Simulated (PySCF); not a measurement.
## Br2: one state, many levels of theory

State: ¹Σg⁺ (singlet), closed shell. Set-up: basis Br def2-TZVPPD; no relativity; PySCF 2.14. De refers to Br + Br in their high-spin ground configurations, without counterpoise correction.

```
      Level  Re (Å)  ωe (cm⁻¹)  De (eV)
        RHF   2.274        356     0.69
    RHF-MP2   2.272        343     2.25
RHF-SCS-MP2   2.286        333     2.11
   RHF-CCSD   2.289        331     1.93
RHF-CCSD(T)   2.298        322     2.09
        PBE   2.308        316     2.50
     revPBE   2.317        311     2.28
       PW91   2.309        316     2.52
     r²SCAN   2.293        326     2.32
      B3LYP   2.313        317     2.12
       PBE0   2.278        338     2.28
      B97-3   2.291        334     2.17
  BHandHLYP   2.283        340     1.83
  CAM-B3LYP   2.288        336     2.04
```

Q: Which functional lies closest to RHF-CCSD(T) in De, which farthest, and by how much do they differ from it?

A: Closest is B3LYP (+1.5 pm in Re, -1.6 % in ωe, +0.03 eV in De against RHF-CCSD(T) in the same basis), farthest PW91 (+1.1 pm in Re, -1.9 % in ωe, +0.43 eV in De). CCSD(T) converges more slowly with the basis than the functionals do and binds too weakly in this one, so the order can change at the basis-set limit.

Q: What does a quarter of exact exchange do here, going from PBE to PBE0?

A: PBE0 less PBE: -3.0 pm in Re, +7.0 % in ωe, -0.22 eV in De. Exact exchange removes part of the self-interaction that spreads semilocal densities, and in most molecules shortens and stiffens the bond and lowers De; so it does here.

Q: What does the step from GGA to meta-GGA do here, going from PBE to r²SCAN?

A: r²SCAN less PBE: -1.5 pm in Re, +3.2 % in ωe, -0.18 eV in De. 

Measured (Huber and Herzberg, Constants of Diatomic Molecules (1979)): Re = 2.28105 Å, ωe = 325.321 cm⁻¹.

Correlated steps freeze 18 core orbitals. Where the molecule has an RHF reference, its open-shell atoms are computed with UHF.

The whole job (state search and all levels along the bond) took about 14 min on 2 threads of Arm Neoverse V1 (shared host), peak memory 4 GiB.
